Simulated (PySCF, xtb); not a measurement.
SeHF, SMILES F[SeH].

GFN2-xTB (xtb 6.7.1) at its own geometry gives an orbital gap of 2.69 eV and a dipole moment of 2.44 D.

The structure is a stationary point at B3LYP-D3(BJ)/def2-TZVP.

### Question
What does r2SCAN/def2-TZVPD run with PySCF give? (Estimate from the structure and the level; the computed values follow.)

### Answer
gap 3.06 eV (levels -6.24 and -3.17 eV), dipole 1.72 D.
